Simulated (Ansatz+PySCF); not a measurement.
Values are calculated unless marked as measured or tabulated.
Input for PySCF 2.14.0:

```python
from pyscf import gto, scf, cc

mol = gto.M(atom="""
Be 0.000000 0.000000 0.000000
P 0.000000 0.000000 4.060000
""", basis='6-31g', charge=0, spin=1)
mf = scf.UHF(mol)
mf.kernel()
mycc = cc.CCSD(mf, frozen=6).run()
et = mycc.ccsd_t()
print(mf.e_tot, mycc.e_corr, et, mycc.e_tot + et)
```

The script is written out from the run's settings.

Results

* Converged: yes
* Reference energy: -355.16412 hartree
* CCSD correlation energy: -0.08181 hartree
* Triples correction: -0.00236 hartree
* Total energy: -355.24828 hartree
* Spin squared of the determinant: 0.751

This is not the lowest solution: another run reaches a determinant 1.25 eV lower. Caution: bonds are stretched, where a single reference can fail; another spin multiplicity may lie lower.
